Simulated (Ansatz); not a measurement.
Reaction: I2 (SMILES II) → 2 I (doublet) (the I-I bond breaks)
Each species at its own B3LYP-D3(BJ)/def2-TZVP minimum (Ansatz, a program for electronic structure).

Quantity: bond dissociation energy (electronic), in kJ/mol. UHF or UKS for unpaired electrons; spin-orbit terms are left out. Cores are frozen in correlated methods (noble-gas shells, and filled d and f shells in the p block). Past Kr the def2 sets carry scalar-relativistic core potentials. CBS(X,Y): correlation extrapolated as X^-3, Hartree-Fock from the larger set. A bracket is a step between two methods taken in the basis named. Spin-orbit terms, left out, reach several kcal/mol for Br and I, and more for heavier atoms.

CCSD(T)/CBS(def2-TZVPP,def2-QZVPP) + [CCSDT(Q) - CCSD(T)]/def2-TZVPP + [CCSDTQ - CCSDT(Q)]/def2-SVP (Ansatz) gives 198.2 kJ/mol.

Task: How far off this value is PBE/def2-TZVPD (Ansatz), in which direction, and how far these levels: r2SCAN/def2-TZVPD, B3LYP/def2-TZVPD, wB97M-V/def2-TZVPD, CCSD(T)/CBS(def2-TZVPP,def2-QZVPP)?

Result: PBE gives 213.8 kJ/mol, 15.6 kJ/mol above it. Differences of the others: r2SCAN/def2-TZVPD (Ansatz) -3.3; B3LYP/def2-TZVPD (Ansatz) -16.8; wB97M-V/def2-TZVPD (Ansatz) -20.9; CCSD(T)/CBS(def2-TZVPP,def2-QZVPP) (Ansatz) -0.7 kJ/mol.
